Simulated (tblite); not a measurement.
Compound: C₆H₁₁F₂NO.
SMILES with atom numbers: `[CH3:1][CH2:2][C:3]([F:4])([F:5])[O:6]/[C:7]([CH3:8])=[N:9]\[CH3:10]` (hydrogens: H11, H12, H13 on C1; H14, H15 on C2; H16, H17, H18 on C8; H19, H20, H21 on C10)

The geometry is computed with GFN2-xTB (gas phase).

**Question.** Give the optimised bond lengths and angles.

**Answer.** 
```tsv
bond	length (Å)	order
C1–C2	1.523	single
C2–C3	1.524	single
C3–F4, C3–F5	1.370	single
C3–O6	1.346	single
O6–C7	1.412	single
C7–C8	1.488	single
C7=N9	1.247	double
N9–C10	1.437	single
C1–H11, C1–H12, C1–H13	1.087	single
C2–H14, C2–H15	1.090	single
C8–H16, C8–H17, C8–H18	1.087	single
C10–H19, C10–H20, C10–H21	1.091	single
```

Bonds in one row agree within 0.01 Å and their mean is given. Orders are formal, as drawn. A selection of angles:
```tsv
angle	degrees
C1–C2–C3	111.7
C2–C3–F4	110.1
C2–C3–O6	110.0
F4–C3–F5	103.6
F4–C3–O6	111.5
C3–O6–C7	124.1
O6–C7–C8	119.8
O6–C7–N9	119.2
C8–C7–N9	121.0
C7–N9–C10	122.8
```

Dihedral angles: C1–C2–C3–F4 57° (synclinal); C2–C3–O6–C7 180° (antiperiplanar); C3–O6–C7–C8 0° (synperiplanar); O6–C7–N9–C10 0° (synperiplanar).

The 2 C–O bonds span 1.346 Å (C3–O6, drawn single) to 1.412 Å (O6–C7, drawn single), a spread of 0.066 Å. N9 (C=N nitrogen) is bent (angle 122.8°). Of the pairs four or more bonds apart, F5···H17 is among the closest relative to their van der Waals radii: 2.38 Å, 89 % of the sum of Bondi's values. The C–C distances run from 1.488 Å (C7–C8, drawn single) to 1.524 Å (C2–C3, drawn single), a spread of 0.036 Å. O6 (oxygen bonded to 2 C) is bent (angle 124.1°). The C–N distances run from 1.247 Å (C7=N9, drawn double) to 1.437 Å (N9–C10, drawn single), a spread of 0.190 Å.

Point group: Cs (tolerance 0.08 Å). GFN2-xTB frequencies show an imaginary mode (61i cm⁻¹), so the point is no minimum at that level. 3 starts were optimised and ended at 0.00, 1.92 and 3.03 kcal/mol (GFN2-xTB); the lowest of these is shown.
